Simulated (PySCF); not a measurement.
**Mayer bond orders and bond lengths**

C₄H₃ClF₂O₂.
Atom-mapped SMILES: `[CH3:1][O:2]/[C:3]([F:4])=[C:5](\[F:6])[C:7](=[O:8])[Cl:9]` (hydrogens: H10, H11, H12 on C1)

Structure used (GFN2-xTB), in Å, numbered top down from 1:
```xyz
12
C4H3ClF2O2 angstrom
C     -2.3087    0.0467   -0.3987
O     -1.1782    0.2049    0.4521
C      0.0156   -0.0132   -0.0457
F      0.0619   -0.3700   -1.3257
C      1.1654    0.1053    0.6650
F      1.0524    0.4701    1.9585
C      2.4903   -0.1339    0.1226
O      2.7611   -0.4585   -0.9918
Cl     3.7471    0.1130    1.3298
H     -3.1704    0.2749    0.2232
H     -2.2604    0.7375   -1.2432
H     -2.3749   -0.9774   -0.7721
```

Bond orders from the PBE0/pcSseg-1 density (PySCF). One conformer (not necessarily the lowest) at the GFN2-xTB geometry, without solvent, vibrations or thermal averaging.

How far do the computed orders between heavy atoms stray from the drawn ones?

The largest departure is 0.476, at C3–C5 (drawn double, 1.524). Drawn single, order above 1.12: O2–C3 (1.136). Drawn single, order below 0.88: C1–O2 (0.844). Drawn double or triple, more than 0.30 short of the drawn order: C3–C5 (1.524).

Set the Mayer orders of the bonds beside their lengths.

| bond | drawn as | length (Å) | Mayer order |
| --- | --- | --- | --- |
| C1–O2 | single | 1.424 | 0.844 |
| O2–C3 | single | 1.312 | 1.136 |
| C3–F4 | single | 1.330 | 1.003 |
| C3–C5 | double | 1.357 | 1.524 |
| C5–F6 | single | 1.349 | 0.979 |
| C5–C7 | single | 1.452 | 0.971 |
| C7–O8 | double | 1.192 | 2.022 |
| C7–Cl9 | single | 1.760 | 1.003 |
| C1–H10 | single | 1.087 | 0.965 |
| C1–H11 | single | 1.092 | 0.961 |
| C1–H12 | single | 1.092 | 0.961 |

By pair of heavy elements: C–O: lowest C1–O2 (0.844, 1.424 Å), highest C7–O8 (2.022, 1.192 Å). C–F: lowest C5–F6 (0.979, 1.349 Å), highest C3–F4 (1.003, 1.330 Å). C–C: lowest C5–C7 (0.971, 1.452 Å), highest C3–C5 (1.524, 1.357 Å).

Sum the orders of all bonds at each heavy atom with more than one neighbour and set the sums beside the valence in the SMILES.

C1 3.731 (drawn 4), O2 1.980 (drawn 2), C3 3.663 (drawn 4), C5 3.474 (drawn 4), C7 3.996 (drawn 4). Orders between atoms that aren't bonded are not in these sums.

The Mayer order sums products of elements of PS (density times overlap matrix) between the two atoms' basis functions, so it depends on the basis set.
